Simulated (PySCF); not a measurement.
**Electron correlation in Pd³⁺ (palladium, charge +3)**

Starting occupation: [Kr] 4d7, 4d3/2 with m_j = -3/2, -1/2, +1/2, +3/2, 4d5/2 with m_j = +1/2, +3/2, +5/2. All numbers are calculated (PySCF 2.14, X2C-1e with screened-nucleus spin-orbit coupling, Gaussian nucleus, in x2c-TZVPall-2c). Frozen: [Ar] 3d10; 15 electrons correlated; the 6 highest virtual spinors left out.

MP2 pair energies summed by pair of shells (mhartree):

```tsv
pair	energy	share (%)
4d-4p	-139.10	39.5
4d-4d	-121.03	34.4
4p-4p	-47.65	13.5
4p-4s	-21.48	6.1
4d-4s	-19.36	5.5
4s-4s	-3.45	1.0
```

Total MP2 correlation energy: -352.08 mhartree.

The GHF reference relaxed away from the jj start to a determinant that is no pure jj level (⟨S²⟩ = 3.69, ⟨J²⟩ = 24.76); the energies belong to that determinant.

This basis was not built for core-valence correlation, so the inner-shell part is incomplete.
